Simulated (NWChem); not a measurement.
System: H₃SO₄ cation; SMILES O=S(=O)(O)[OH2+]

The following NWChem deck was run.

```
start job
memory heap 200 mb stack 900 mb global 1100 mb
charge 1
geometry units angstroms noautoz
  O     -1.523213     0.367968     0.149788
  S     -0.081897     0.332849     0.158589
  O      0.860238     0.496840     1.244595
  O      0.461154     0.753551    -1.268276
  O      0.263959    -1.677451    -0.200979
  H      1.447306     0.873076    -1.267919
  H      0.411623    -2.176150     0.638724
  H     -0.481639    -2.118371    -0.675473
end
basis spherical
  * library def2-svp
end
dft
  xc xpbe96 cpbe96
  iterations 150
  mulliken
end
task dft energy
```

Coordinates come from a PBE-D3(BJ)/def2-SVP optimisation.

What results follow from this input? (PBE/def2-SVP.) Quantities: energy (Ha); highest occupied level (eV); orbital gap (eV).


```
Property                      Result
---------------------------  -------
energy (Ha)                  -699.68
highest occupied level (eV)   -14.44
orbital gap (eV)                5.07
```
